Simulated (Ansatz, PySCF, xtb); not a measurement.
Dimer: CHN (SMILES C#N) (first 3 atoms) with H4OSi (SMILES O[SiH3]); geometry from B3LYP-D3(BJ)/def2-TZVP, rigid monomers moved along the line of their centres of mass till N2···H6 is 1.81 Å.
(charge 0, multiplicity 1):
```xyz
9

C      0.5763     1.5375    -0.6186
N      0.6017     1.1518     0.4578
H      0.5529     1.8977    -1.6230
O      0.6986     0.2441     3.0743
Si    -0.5029    -0.8019     3.4719
H      0.7186     0.5961     2.1731
H     -1.8515    -0.1946     3.3226
H     -0.2917    -1.1708     4.8879
H     -0.4769    -2.0332     2.6392
```

Interaction energies are E(AB) − E(A) − E(B) at the monomers' geometry in the complex; basis-set methods are counterpoise corrected.

Rows in 6-31G* carry no dispersion term and start afresh at each structure (6-31G* with six Cartesian d functions).

Run with Ansatz (a first-principles code) with Gaussian orbitals; PySCF for 6-31G* rows, the dispersion terms; xtb for the GFN methods. Values without a source in brackets are computed.

Task: One of these levels gives -20.2 kJ/mol for the interaction energy. Which?
(A) PBE0/def2-TZVPPD
(B) r2SCAN-D4/def2-TZVPPD
(C) GFN-FF
(D) HF/6-31G*

Result: B, r2SCAN-D4/def2-TZVPPD. The others give -15.9 (GFN-FF), -7.2 (HF/6-31G*), -18.6 (PBE0/def2-TZVPPD)
